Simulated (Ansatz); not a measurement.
The pair A = AsH3 (SMILES [AsH3]) (first 4 atoms), B = H4OSi (SMILES O[SiH3]); geometry from B3LYP-D3(BJ)/def2-TZVP.
(charge 0, multiplicity 1):
```xyz
10

As    -0.093     0.060     0.409
H     -0.227     0.081    -1.113
H     -0.257    -1.452     0.469
H      1.425    -0.041     0.334
O      0.811    -0.825     3.417
Si    -0.197     0.167     4.280
H      1.755    -0.777     3.589
H     -0.061    -0.075     5.738
H     -1.564    -0.167     3.837
H      0.091     1.598     4.020
```

Frozen-core correlation. Filled d and f shells under p-block atoms count as core.

Codes used: Ansatz (an electronic-structure program). Each number belongs to the level named beside it.

Total energies (hartree), monomers frozen at their geometry in the pair:

| structure | B3LYP/def2-TZVPPD | MP2/def2-SVPD | CCSD(T)/def2-SVPD |
|---|---|---|---|
| AB | -2604.9393018 | -2602.1125253 | -2602.1803610 |
| A in the pair's basis | -2237.7118786 | -2235.7847692 | -2235.8171846 |
| B in the pair's basis | -367.2278831 | -366.3257013 | -366.3612317 |
| A | -2237.7116955 | -2235.7836458 | -2235.8160363 |
| B | -367.2278394 | -366.3244356 | -366.3598914 |

### Question
Work out the interaction energy without and with the counterpoise correction, and the superposition error, for each level.

### Answer

E(AB) − E(A) − E(B), times 627.509 kcal/mol, with the monomers in their own basis and then in the pair's basis:
- B3LYP/def2-TZVPPD: 0.15 uncorrected, 0.29 corrected; the monomers gain 0.14 kcal/mol from borrowed functions
- MP2/def2-SVPD: -2.79 uncorrected, -1.29 corrected; the monomers gain 1.50 kcal/mol from borrowed functions
- CCSD(T)/def2-SVPD: -2.78 uncorrected, -1.22 corrected; the monomers gain 1.56 kcal/mol from borrowed functions
